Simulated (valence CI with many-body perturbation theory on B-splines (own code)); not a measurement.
Questions on Cl12+

Computed by configuration interaction combined with many-body perturbation theory (CI+MBPT): three valence electrons over a frozen Dirac-Fock core [He], a basis of 11 s, 11 p, 9 d, 7 f, 5 g, 2 h, 1 i functions for each j, with the one-electron correlation potential Σ1 (screened to all orders), the two-electron term Σ2, the three-electron term Σ3, Breit, model QED; selected single and double excitations, second order for the rest, scaled by the run's own slope (own B-spline code, finite nucleus).

No measured spectrum was set against this ion. As an estimate, levels of excited configurations hold to 0.05 to 0.15 % of their energy, terms of the ground configuration to about 0.5 %.

Rates and lifetimes use the calculated energies. Strong lines usually hold to 10 to 20 %, long lifetimes can be off by a factor of two.

**Question.** What is the ground level?

**Answer.** 2s2 2p 2P°_1/2, composition 97 % 2s2 2p 2P° + 3 % 2p3 2P°, g = 0.664.

**Question.** How well does LS coupling describe the low levels?

**Answer.** Among the lowest 20 levels the leading LS term, summed over configurations, holds 98 % on average. For single configurations the figures are 96 % in LS and 76 % in jj coupling. Terms mix most in the J = 1/2 level at 4.345 Ry, where the leading one holds 86 %.

**Question.** What are the static dipole polarisabilities of the lowest levels?

**Answer.** 2s2 2p 2P°_1/2 0.0604; 2s2 2p 2P°_3/2 0.0605 (tensor 0.0051) bohr³, of which the core gives 0.000116.

**Question.** Among levels below 33.241 Ry, which E1 lines absorb most strongly from the ground level?

**Answer.** to 2s2 3d 2D_3/2 at 3.146 nm, f = 0.643; to 2s 2p 3p 2D_3/2 at 2.995 nm, f = 0.234; to 2s 2p 3p 2P_1/2 at 3.038 nm, f = 0.0713.

**Question.** How is the term 2P° of the ground level split?

**Answer.** J = 1/2 at 0.000, J = 3/2 at 0.159 Ry.
